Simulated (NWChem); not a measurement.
# BH₃; SMILES B

Question: Give the equilibrium geometry at PBE-D3(BJ)/def2-SVP (NWChem) as a list of bonds and angles, with the point group.

Answer: point group D3h; any orientation.
Bonded distances (Å): B1–H2 1.214, B1–H3 1.214, B1–H4 1.214. Bond angles (°): H2–B1–H3 120.0, H2–B1–H4 120.0, H3–B1–H4 120.0.
